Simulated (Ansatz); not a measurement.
Geometry optimisation of C$_{4}$H$_{4}$O$_{2}$Ti, SMILES `C#[C][Ti]([OH])([OH])[C]#C`.

```yaml
crystal:
  periodic: [false, false, false]
  atoms:
    - {symbol: C, position_ang: [1.165391, -2.480122, 0.910197]}
    - {symbol: C, position_ang: [0.791061, -1.310128, 0.742303]}
    - {symbol: Ti, position_ang: [0.154394, 0.603233, 0.430071]}
    - {symbol: O, position_ang: [-0.830198, 1.160973, 1.805911]}
    - {symbol: O, position_ang: [1.548326, 1.690586, 0.211333]}
    - {symbol: C, position_ang: [-0.969029, 0.541790, -1.272273]}
    - {symbol: C, position_ang: [-1.644997, 0.478433, -2.309706]}
    - {symbol: H, position_ang: [1.490361, -3.504149, 1.053365]}
    - {symbol: H, position_ang: [-1.644912, 0.739864, 2.138495]}
    - {symbol: H, position_ang: [2.239422, 1.604637, -0.471876]}
    - {symbol: H, position_ang: [-2.234618, 0.417982, -3.217322]}
basis:
  gaussian: {orbitals: def2-TZVP}
hamiltonian: {xc: pbe0, dispersion: d4}
relax: {f_tol: 0.005, max_steps: 150}
```

```sh
$ ansatz run in.yaml --threads 4 --pin off --events-out ev --progress --plain --max-ram 11315MiB
```

It prints (some lines left out):

```
Functional definition: PBE0
  name "PBE0"
  cite "Adamo & Barone, J. Chem. Phys. 110, 6158 (1999) doi:10.1063/1.478522"
  cite "Perdew, Burke & Ernzerhof, Phys. Rev. Lett. 77, 3865 (1996) doi:10.1103/PhysRevLett.77.3865"
  parent pbe
  parameter a = 0.25
  parameter kappa = 0.804
  parameter beta = 0.06672455060314922
  exchange = (1 - a)*pbe_x(kappa = kappa, mu = beta*pi^2/3) + a*exact_x
  correlation = pbe_c(beta = beta)
mean field -31409.68795536 eV, -1154.2847421084 hartree, gradient 2.4e-5 eV, S^2 0.000000; 0 other end points of the search recorded, 0 dependent functions left out
the calculation of the forces begins
relax step   1: F+E_penalty+E_count = -31409.91670383 eV  Δ(F+E_penalty+E_count) = +0.000e0 eV  max|allowed force component| = 2.015e0 eV/Å  Δτ_max = 0.0000 Å  (36 SCF iters, accepted)
these checks for a lower state are left out or cut short: starts, cluster_reference, orbital_swaps, neighbouring_geometries, increment
mean field -31409.76468734 eV, -1154.2875619565 hartree, gradient 8.9e-6 eV, S^2 0.000000; 0 other end points of the search recorded, 0 dependent functions left out
the calculation of the forces begins
relax step   2: F+E_penalty+E_count = -31409.99527328 eV  Δ(F+E_penalty+E_count) = -7.857e-2 eV  max|allowed force component| = 1.764e-1 eV/Å  Δτ_max = 0.0390 Å  (38 SCF iters, accepted)
these checks for a lower state are left out or cut short: starts, cluster_reference, orbital_swaps, neighbouring_geometries, increment
mean field -31409.76703458 eV, -1154.2876482161 hartree, gradient 1.8e-5 eV, S^2 0.000000; 0 other end points of the search recorded, 0 dependent functions left out
the calculation of the forces begins
relax step   3: F+E_penalty+E_count = -31409.99779972 eV  Δ(F+E_penalty+E_count) = -2.526e-3 eV  max|allowed force component| = 7.401e-2 eV/Å  Δτ_max = 0.0058 Å  (38 SCF iters, accepted)
these checks for a lower state are left out or cut short: starts, cluster_reference, orbital_swaps, neighbouring_geometries, increment
mean field -31409.76848082 eV, -1154.2877013644 hartree, gradient 1.8e-5 eV, S^2 0.000000; 0 other end points of the search recorded, 0 dependent functions left out
the calculation of the forces begins
relax step   4: F+E_penalty+E_count = -31409.99918948 eV  Δ(F+E_penalty+E_count) = -1.390e-3 eV  max|allowed force component| = 1.124e-1 eV/Å  Δτ_max = 0.0143 Å  (38 SCF iters, accepted)
these checks for a lower state are left out or cut short: starts, cluster_reference, orbital_swaps, neighbouring_geometries, increment
mean field -31409.77163327 eV, -1154.2878172147 hartree, gradient 1.6e-5 eV, S^2 0.000000; 0 other end points of the search recorded, 0 dependent functions left out
the calculation of the forces begins
relax step   5: F+E_penalty+E_count = -31410.00232066 eV  Δ(F+E_penalty+E_count) = -3.131e-3 eV  max|allowed force component| = 6.606e-2 eV/Å  Δτ_max = 0.0392 Å  (36 SCF iters, accepted)
these checks for a lower state are left out or cut short: starts, cluster_reference, orbital_swaps, neighbouring_geometries, increment
mean field -31409.77215113 eV, -1154.2878362457 hartree, gradient 1.8e-5 eV, S^2 0.000000; 0 other end points of the search recorded, 0 dependent functions left out
the calculation of the forces begins
relax step   6: F+E_penalty+E_count = -31410.00286446 eV  Δ(F+E_penalty+E_count) = -5.438e-4 eV  max|allowed force component| = 6.151e-3 eV/Å  Δτ_max = 0.0199 Å  (37 SCF iters, accepted)
these checks for a lower state are left out or cut short: starts, cluster_reference, orbital_swaps, neighbouring_geometries, increment
mean field -31409.77220530 eV, -1154.2878382364 hartree, gradient 1.8e-5 eV, S^2 0.000000; 0 other end points of the search recorded, 0 dependent functions left out
the calculation of the forces begins
relax step   7: F+E_penalty+E_count = -31410.00287387 eV  Δ(F+E_penalty+E_count) = -9.405e-6 eV  max|allowed force component| = 2.227e-3 eV/Å  Δτ_max = 0.0041 Å  (39 SCF iters, accepted)
mean field -31409.77220530 eV, -1154.2878382364 hartree, gradient 1.8e-5 eV, S^2 0.000000; 1 other end points of the search recorded, 0 dependent functions left out
the calculation of the forces begins
Total energy: -31410.00291377 eV, -1154.2963166166 hartree
Atom 0 at     1.152190    -2.472792     0.893502 Å, force     0.000241    -0.000674     0.000118 eV/Å
Atom 1 at     0.785305    -1.326261     0.726983 Å, force    -0.000513     0.001944    -0.000150 eV/Å
Atom 2 at     0.151019     0.581428     0.414544 Å, force    -0.001317     0.001087     0.000477 eV/Å
Atom 3 at    -0.835544     1.131331     1.781560 Å, force    -0.000836    -0.001830    -0.000026 eV/Å
Atom 4 at     1.540236     1.661058     0.193050 Å, force     0.001159    -0.001272    -0.002228 eV/Å
Atom 5 at    -0.969990     0.520894    -1.282202 Å, force     0.001506     0.000050     0.001604 eV/Å
Atom 6 at    -1.635120     0.460758    -2.297512 Å, force    -0.000350    -0.000018    -0.000356 eV/Å
Atom 7 at     1.472682    -3.480385     1.036940 Å, force    -0.000050     0.000064    -0.000063 eV/Å
Atom 8 at    -1.641655     0.795391     2.178831 Å, force     0.002114     0.000713    -0.001421 eV/Å
Atom 9 at     2.264620     1.667010    -0.436053 Å, force    -0.002018    -0.000020     0.001944 eV/Å
Atom 10 at    -2.218541     0.404668    -3.189144 Å, force     0.000066    -0.000043     0.000100 eV/Å
Dipole moment:    -0.048382    -0.195644    -0.137282 e Å
```

It took 26 s on 4 threads of an Intel Xeon 6975P-C on a shared host, with 0.88 GiB of host memory at the peak.
